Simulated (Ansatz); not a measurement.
Consider the formal exchange of groups at a Ga–H bond: `[SH][GaH2]` + `C#CCOC(=O)OC` → `C#[C][GaH][SH]` + dimethyl carbonate.

Calculated with Ansatz (gas phase, PBE0-D4/def2-TZVP geometries, no zero-point term in ΔE). CCSD(T)/CBS adds triple-zeta CCSD(T) − MP2 to the extrapolated MP2 energy (def2 sets, frozen cores). Functionals use def2-TZVPP. For Ga outer-core shells are correlated without core-valence functions, which leaves a few kJ/mol of doubt a bond. Scalar relativity is left out up to krypton. One conformer a species, not always the lowest.

(1) Is it downhill or uphill in electronic energy at CCSD(T)/CBS, and by how much? (Best estimate.)

(2) What do these levels give: PBE-D4, r2SCAN-D4, PBE0-D4, ωB97M-V, B2PLYP, PBE, PBE0, MP2/def2-TZVPP, CCSD(T)/def2-TZVPP, HF/def2-QZVPP, MP2/def2-QZVPP, MP2/CBS(def2)? (Best estimate.)

Largest T1 diagnostic among the species: 0.014.

## Answers

(1) Computed: Downhill: ΔE = -0.76 eV.

(2) Computed: PBE-D4 -0.61, r2SCAN-D4 -0.68, PBE0-D4 -0.64, ωB97M-V -0.68, B2PLYP -0.73, PBE -0.61, PBE0 -0.65, MP2/def2-TZVPP -0.80, CCSD(T)/def2-TZVPP -0.77, HF/def2-QZVPP -0.76, MP2/def2-QZVPP -0.79, MP2/CBS(def2) -0.79 eV.
